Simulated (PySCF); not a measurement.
A mixed set of molecules.

All values: PBE0/pcSseg-1 (PySCF) at GFN2-xTB geometries, gas phase, one conformer each. Dipoles and anisotropies that the point group forbids are given as zero.

(1) Rank by the lowest IAO charge on any atom, lowest value first.
A. `S([Si@@H](CC)O)C`
B. `CSCOC1CC1`
C. `F[C@@H]1S[C@@H]1CC[SiH3]`
D. `c1cc2sccc2s1`

(2) Rank by dipole moment, highest first.
A. `[F:1][C@@H:2]1[S:3][C@@H:4]1[CH2:5][CH2:6][SiH3:7]` with S3–C4–C5–C6 -161°, C4–C5–C6–Si7 -179°
B. `[CH3:1][S:2][CH2:3][O:4][CH:5]1[CH2:6][CH2:7]1` with C1–S2–C3–O4 64°, S2–C3–O4–C5 76°, C3–O4–C5–C6 -90°
C. thieno[3,2-b]thiophene (`c1cc2c(s1)ccs2`)
D. `[CH3:1][CH2:2][Si@@H:3]([OH:4])[S:5][CH3:6]` with C1–C2–Si3–O4 60°, C2–Si3–O4–H 56°, C2–Si3–S5–C6 -177°

(3) Rank by the highest IAO charge on any atom, lowest value first.
A. `F[C@@H]1S[C@@H]1CC[SiH3]`
B. `c1cc2sccc2s1`
C. `CC[Si@@H](O)SC`
D. `CSCOC1CC1`

Results:

(1) A (-0.789 e), C (-0.533 e), B (-0.507 e), D (-0.309 e).

(2) A (2.12 D), D (1.31 D), B (0.66 D), C (0.00 D).

(3) D (+0.166 e), B (+0.321 e), A (+0.605 e), C (+1.052 e).

All values together:

```tsv
SMILES	formula	μ (D)	HOMO (eV)	LUMO (eV)	lowest IAO charge (e)	highest IAO charge (e)	lowest Hirshfeld charge (e)	highest Hirshfeld charge (e)
c1cc2sccc2s1	C6H4S2	0.00	-6.39	-0.88	-0.309 (C)	+0.321 (S)	-0.081 (C)	+0.095 (S)
F[C@@H]1S[C@@H]1CC[SiH3]	C4H9FSSi	2.12	-6.99	0.07	-0.533 (C)	+0.605 (Si)	-0.155 (C)	+0.321 (Si)
CC[Si@@H](O)SC	C3H10OSSi	1.31	-6.75	0.72	-0.789 (O)	+1.052 (Si)	-0.301 (O)	+0.386 (Si)
CSCOC1CC1	C5H10OS	0.66	-6.42	1.04	-0.507 (C)	+0.166 (H)	-0.127 (O)	+0.051 (H)
```

Conformers: `[F:1][C@@H:2]1[S:3][C@@H:4]1[CH2:5][CH2:6][SiH3:7]` with S3–C4–C5–C6 -161°, C4–C5–C6–Si7 -179°; `[CH3:1][CH2:2][Si@@H:3]([OH:4])[S:5][CH3:6]` with C1–C2–Si3–O4 60°, C2–Si3–O4–H 56°, C2–Si3–S5–C6 -177°; `[CH3:1][S:2][CH2:3][O:4][CH:5]1[CH2:6][CH2:7]1` with C1–S2–C3–O4 64°, S2–C3–O4–C5 76°, C3–O4–C5–C6 -90°.
